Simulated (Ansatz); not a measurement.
Mean bond length (Å) of eight halogen compounds: PBE-D3(BJ) beside B3LYP-D3(BJ), computed with Ansatz (an electronic-structure program) for isolated molecules in the bases named; differences from unrounded values. The eight are the first of their class met in an unordered collection, after screening for sound electronic states; none was chosen by its value. Each level has its own optimised geometry.

```csv
molecule,basis,B3LYP-D3(BJ),PBE-D3(BJ),difference
"(Z)-1-fluorobut-1-ene (C₄H₇F), SMILES C(/F)=C/CC",def2-SVP,1.219,1.226,0.007
"C4H5Cl, SMILES C(=C)C(Cl)=C",def2-SVP,1.263,1.269,0.006
"2-fluoropent-1-en-3-yne (C₅H₅F), SMILES C=C(F)C#CC",def2-SVP,1.227,1.234,0.007
"C₃H₅F₃, SMILES C[C@@H](F)C(F)F",def2-SVP,1.264,1.272,0.007
"1,1-dibromo-2-chloroethene (C₂HBr₂Cl), SMILES C(Cl)=C(Br)Br",def2-SVP,1.587,1.590,0.003
"C₃H₃BrF₂, SMILES FC(F)/C=C\Br",def2-SVP,1.342,1.349,0.007
"C₃H₃Cl₂F, SMILES F[C@@H]1CC1(Cl)Cl",def2-SVP,1.409,1.415,0.006
"3-chloro-1,1-difluoropropa-1,2-diene (C3HClF2), SMILES FC(F)=C=CCl",def2-SVP,1.349,1.357,0.007
```

PBE-D3(BJ) lies below B3LYP-D3(BJ) in 0 and above it in 8 of the eight; the mean signed difference is 0.006 and the largest 0.007 Å.
